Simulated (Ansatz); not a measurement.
This geometry of AsH4Si (6 atoms, charge 0, multiplicity 2) is a first-order saddle point.

Method: UKS PBE-D4/def2-SVP in Ansatz.

```xyz
6
Properties=species:S:1:pos:R:3
Si -0.306 -0.241 -0.451
As 0.376 0.048 1.821
H -1.783 0.041 -0.560
H -0.091 -1.678 -0.854
H 0.430 0.649 -1.416
H 1.417 1.116 1.414
```

Which two structures does it join? (They come from a converged band through this point; their orientation in space is the band's.)

No bond is made or broken. The dihedral H5–Si1–As2–H6 goes from 60 to -62°. The two ends are copies of one structure, up to a mirror image or an exchange of like atoms.

Image 0:

```xyz
6
Properties=species:S:1:pos:R:3
Si -0.217 -0.295 -0.471
As 0.875 -0.163 1.641
H -1.599 0.307 -0.400
H -0.339 -1.737 -0.880
H 0.564 0.445 -1.528
H 0.758 1.379 1.592
```

Image 8:

```xyz
6
Properties=species:S:1:pos:R:3
Si -0.351 -0.140 -0.458
As 0.158 0.673 1.723
H -1.834 -0.034 -0.683
H 0.058 -1.583 -0.615
H 0.357 0.671 -1.513
H 1.654 0.349 1.499
```

How far does it lie above each of them?

0.036 eV above the first and 0.036 eV above the second. This is the barrier of this one path; another mechanism may lie lower.

Run time: 2.3 min on 1 thread of AMD EPYC 7R43 64-Core Processor (Zen 3), with other jobs on the host, peak memory 0.14 GiB.
